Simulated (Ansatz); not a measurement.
Reaction (atomization): `N=C(N)BO` → B• + C• + 5 H• + 2 N• + O•

Program: Ansatz. Geometries: PBE0-D4/def2-TZVP. ΔE: electronic, gas phase. CCSD(T)/CBS is frozen-core, at the limit of the def2 triple- and quadruple-zeta sets. Functionals use def2-TZVPP. B3LYP here is the variant with VWN-RPA as its local correlation; programs differ in this. Open shells (•) are unrestricted, without spin–orbit coupling. Spin–orbit coupling would lower the free atoms: a little for B, C, O. One conformer a species, not always the lowest.

`N=C(N)BO`:

```xyz
10

N    -1.772    0.102    0.491
C    -0.526    0.200    0.201
N     0.227    1.342    0.206
B     0.222   -1.135   -0.179
O     1.511   -1.023   -0.578
H    -2.183    1.014    0.710
H     1.147    1.313   -0.198
H    -0.216    2.242    0.277
H    -0.331   -2.193   -0.126
H     1.921   -1.861   -0.805
```

| level | ΔE (kcal/mol) | difference from CCSD(T)/CBS |
| --- | --- | --- |
| r2SCAN-D4 | 948.8 | 5.3 |
| PBE0-D4 | 952.6 | 9.1 |
| B3LYP-D4 | 954.2 | 10.7 |
| ωB97X-V | 950.6 | 7.1 |
| ωB97M-V | 953.6 | 10.1 |
| PBE | 978.6 | 35.1 |
| PBE0 | 949.4 | 5.9 |
| HF/def2-TZVPP | 645.1 | -298.4 |
| MP2/def2-TZVPP | 938.3 | -5.2 |
| SCS-MP2/def2-TZVPP | 934.1 | -9.4 |
| CCSD/def2-TZVPP | 896.9 | -46.6 |
| CCSD(T)/def2-TZVPP | 915.0 | -28.5 |
| MP2/def2-QZVPP | 955.8 | 12.3 |
| CCSD(T)/def2-QZVPP | 932.0 | -11.5 |
| MP2/CBS(def2) | 967.8 | 24.3 |
| CCSD/CBS(def2) | 923.1 | -20.4 |
| CCSD(T)/CBS | 943.5 | 0 |

Largest T1 diagnostic among the species: 0.014.

In def2-TZVPP, CCSD(T) changes the Hartree–Fock value by +269.9 kcal/mol (the triples alone add +18.1 kcal/mol) and MP2 by +293.2 kcal/mol; breaking electron pairs costs correlation energy, which Hartree–Fock lacks. From PBE to PBE0 (25 % exact exchange), in def2-TZVPP and without D4, ΔE moves by −29.2 kcal/mol: exact exchange takes away binding that semilocal exchange gives to molecules. The D4 term adds +6.2 kcal/mol with B3LYP and +3.2 kcal/mol with PBE0; it sums over pairs of atoms, weighted by their polarisabilities, and B3LYP, whose exchange is more repulsive, gets the larger term.

CCSD(T)/CBS has its own doubt, a few kJ/mol and more with outer-core shells, so smaller differences from it don't rank the levels.
